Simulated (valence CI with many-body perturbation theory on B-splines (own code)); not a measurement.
Hg⁸⁺: what the settings do

Computed by configuration interaction combined with many-body perturbation theory (CI+MBPT): four valence electrons over a frozen Dirac-Fock core [Xe] 4f14, radial functions for each j: 6 s, 6 p, 5 d, 5 f, 1 g, with the one-electron correlation potential Σ1, the two-electron term Σ2, the three-electron term Σ3, Breit, model QED; selected CI, second order for the rest, scaled by the run's own slope (own B-spline code, finite nucleus).

No measured spectrum was set against this ion. As an estimate, terms of the open shell hold to 2 to 4 % of their energy, and close levels can change places; different configurations can be misplaced against each other by 1,000 to 8,000 cm⁻¹. Only levels of the ground parity were solved; by the run's estimate the other parity begins above the list, which can be wrong where configurations are misplaced.

The reference run has the lowest level (5d3/2^4) J=0 and an ionisation energy of 135.107 eV. Its largest variational space holds 9995 state functions.

Levels are named by their leading jj configuration (3d3/2^4 stands for four electrons in 3d with j = 3/2), which in mixed levels can hold well under half, so a name can repeat and another be missing. Letters in brackets count levels of one name in rising energy.

Changed runs:
A. factor on the speed of light 1 → 10; QED terms on → off
B. scale of Σ2 1 → 0
C. three-electron term on → off
D. cutoff of virtual states (hartree) 12800 → 24 (bad on purpose)

Excitation energies of the reference run in cm⁻¹, and shifts in cm⁻¹:

```
                    Level  Reference       A       B        C       D
      (5d3/2^3 5d5/2) J=1      11749  -11726     -22     -101     -69
      (5d3/2^3 5d5/2) J=2      19916  -19849     -14      -91     -96
      (5d3/2^3 5d5/2) J=3      24995  -24861     +17      -50     -99
      (5d3/2^3 5d5/2) J=4      26014  -25792    +316      +40     -74
    (5d3/2^2 5d5/2^2) J=0      36733           -1110     +115    -133
(5d3/2^2 5d5/2^2) J=4 [a]      38445  -17451    +577      +12    -126
(5d3/2^2 5d5/2^2) J=3 [a]      42936            +540     +136    -102
(5d3/2^2 5d5/2^2) J=2 [a]      43866  -19604    -231     +0.4    -104
    (5d3/2^2 5d5/2^2) J=5      46469  -25429   +1192      +51    -124
    (5d3/2^2 5d5/2^2) J=1      48018  -23725   -1006      -53    -145
    (5d3/2^2 5d5/2^2) J=6      50103  -29008   +1480      +25    -128
(5d3/2^2 5d5/2^2) J=4 [b]      54280            +659     +288    -127
   Ionisation energy (eV)    135.107  +1.629  -1.135  +0.0014  -0.227
```

A blank means that the level has no clear partner in that run.
